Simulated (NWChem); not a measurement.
Species: SiH$_{2}$S$_{2}$, singlet; SMILES S[Si]S

```xyz
5

Si    -1.0189     0.0123     0.0011
S      0.3630     1.6673    -0.0010
H      1.5541     1.0211    -0.0009
S      0.4319    -1.5818     0.0020
H     -0.4771    -2.5834     0.0034
```
Atoms are numbered in this order, from 1.

Results from NWChem. Low-valent species are run as closed-shell singlets; no triplet was tried in these runs. All runs use the structure optimised with PBE0/def2-SVP. Core excitations by TDA in a window of 1s orbitals, non-relativistic and unshifted: absolute energies depend strongly on the exact-exchange share.

Task: Estimate the computed values for Si K edge, PBE/def2-TZVP. Quantities: first 1s excitation (eV); dipole oscillator strength of the first; first state with f > 0.002 (eV); dipole oscillator strength of that state.

Result: 
```json
{
 "first 1s excitation (eV)": "1778.0",
 "dipole_oscillator_strength_of_the_first": "0.0049",
 "first state with f > 0.002 (eV)": "1778.0",
 "dipole_oscillator_strength_of_that_state": "0.0049"
}
```
